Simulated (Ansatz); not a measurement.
Born–Oppenheimer molecular dynamics of C₂H₁₁NOSi₂ (17 atoms, charge 0, multiplicity 1). It starts from a relaxed structure.

The calculation used RKS PBE-D4/6-31G in Ansatz 0.2.0.

```
ensemble             : NVT, Langevin thermostat
time step            : 0.25 fs
steps asked          : 300
set temperature      : 500 K
friction             : 0.02 /fs
temperature schedule : 75 steps to 500 K, then 225 steps to 10 K
seed                 : 430401
```

First frame:

```xyz
17
Properties=species:S:1:pos:R:3
Si 0.173 0.413 0.003
N -0.013 0.247 1.757
C -0.712 -0.891 2.361
H -1.333 -1.398 1.604
H -0.013 -1.637 2.794
H -1.379 -0.544 3.175
C 0.758 1.062 2.702
H 1.594 0.496 3.164
H 1.182 1.940 2.187
H 0.103 1.425 3.518
O 1.530 -0.379 -0.728
Si 2.270 -1.932 -0.875
H 1.256 -2.990 -1.286
H 3.342 -1.838 -1.937
H 2.899 -2.365 0.439
H 0.393 1.876 -0.284
H -1.090 -0.186 -0.585
```

Problem. How far do the bonds stretch over the last three quarters of this one trajectory? (Pairs bonded in most of those frames.)

Solution. 
```
    bond  mean (Å)  spread (Å)  shortest  longest
  Si1–N2     1.782       0.028      1.72     1.82
 Si1–O11     1.760       0.023      1.70     1.80
 Si1–H16     1.516       0.035      1.45     1.57
 Si1–H17     1.527       0.037      1.47     1.60
   N2–C3     1.471       0.022      1.42     1.51
   N2–C7     1.494       0.045      1.42     1.58
   C3–H4     1.106       0.020      1.07     1.15
   C3–H5     1.115       0.032      1.05     1.17
   C3–H6     1.111       0.012      1.09     1.13
   C7–H8     1.117       0.042      1.04     1.19
   C7–H9     1.116       0.053      1.02     1.21
  C7–H10     1.116       0.040      1.05     1.18
O11–Si12     1.759       0.038      1.71     1.82
Si12–H13     1.536       0.044      1.47     1.60
Si12–H14     1.521       0.055      1.43     1.63
Si12–H15     1.518       0.014      1.49     1.55
```

Mean temperature of the second half: 364 K. The schedule's set-point averaged 173 K over the second half and the system 364 K, so it lags behind the ramp. A run of 0.075 ps of so small a system gives no equilibrium averages. Limits of this set-up: no polarisation functions.

The run took 27 min on 1 thread of Arm Neoverse V2, on a shared host, peak memory 0.16 GiB.
